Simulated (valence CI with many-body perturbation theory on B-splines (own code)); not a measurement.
Valence orbitals of Pb XLIII

Level of theory: relativistic CI+MBPT: four valence electrons over a frozen Dirac-Fock core [Kr], a basis of 9 s, 9 p, 10 d, 8 f, 5 g, 3 h, 1 i functions for each j, with the one-electron correlation potential Σ1 (screened to all orders), the two-electron term Σ2, the three-electron term Σ3, Breit, model QED; selected single and double excitations, second order for the rest (own B-spline code, finite nucleus).

No measured spectrum was set against this ion. As an estimate, large intervals hold to a few tenths of a per cent, small ones and those within an open d or f shell to about a per cent. Only levels of the ground parity were solved; by the run's estimate the other parity begins above the list, which can be wrong where configurations are misplaced.

These are the spectroscopic orbitals of the CI (the correlating ones are not listed), shaped by the core and the other valence electrons. h is the expectation value of the core's Dirac-Fock operator, without the valence repulsion; Σ1 is computed up to l = 3 at one energy for each symmetry, that of its lowest orbital but kept below the first core excitation, so for empty shells it is not the orbital's own correlation shift; Breit and QED include the response of the core.

| Orbital | h (hartree) | Σ1 (cm⁻¹) | Breit (cm⁻¹) | QED (cm⁻¹) | ⟨r⟩ (bohr) |
| --- | --- | --- | --- | --- | --- |
| 5s1/2 | -58.367 | -12028 | 7806 | 5968 | 0.6161 |
| 6s1/2 | -38.112 | -4816 | 4130 | 3203 | 0.9414 |
| 7s1/2 | -26.873 | -2518 | 2401 | 1899 | 1.338 |
| 5p1/2 | -56.178 | -12259 | 12016 | 327 | 0.6209 |
| 6p1/2 | -36.925 | -5054 | 6507 | 184 | 0.9523 |
| 7p1/2 | -26.158 | -2682 | 3826 | 112 | 1.356 |
| 5p3/2 | -53.615 | -10540 | 6713 | 792 | 0.6529 |
| 6p3/2 | -35.558 | -4519 | 3703 | 442 | 0.9904 |
| 7p3/2 | -25.341 | -2438 | 2451 | 267 | 1.401 |
| 4d3/2 | -84.246 | -24076 | 12793 | -1132 | 0.3621 |
| 5d3/2 | -50.202 | -11608 | 5587 | -406 | 0.6505 |
| 6d3/2 | -33.706 | -5319 | 3030 | -212 | 1.004 |
| 4d5/2 | -83.001 | -23067 | 7812 | -468 | 0.3688 |
| 5d5/2 | -49.651 | -11362 | 3482 | -128 | 0.6586 |
| 6d5/2 | -33.405 | -5187 | 1902 | -63.0 | 1.013 |
| 4f5/2 | -74.594 | -47938 | 3767 | -1004 | 0.3384 |
| 5f5/2 | -46.062 | -11306 | 1776 | -368 | 0.6445 |
| 4f7/2 | -74.25 | -41744 | 737 | -749 | 0.3411 |
| 5f7/2 | -45.901 | -10893 | 494 | -257 | 0.6474 |
| 5g7/2 | -43.279 |  | -138 | -172 | 0.6020 |
| 5g9/2 | -43.224 |  | -458 | -127 | 0.6034 |

Among the shells of the start configuration 4d4, Σ1 is largest in size for 4d3/2, where it is 0.13 % of h.

Lowest root of each symmetry, sizes in configuration state functions:

```csv
J,Parity,Roots,Reference,Variational,Second order,Change by selected CI (cm⁻¹),Change by second order (cm⁻¹)
0,even,5,26,9285,40442,-6134,-2
1,even,4,44,17964,107460,-5023,-9
2,even,8,78,25746,164570,-6214,-18
3,even,6,77,24399,204473,-6503,-30
4,even,7,85,24964,216557,-6339,-33
5,even,2,63,22877,154262,-6015,-17
6,even,2,54,19310,179432,-6457,-14
```
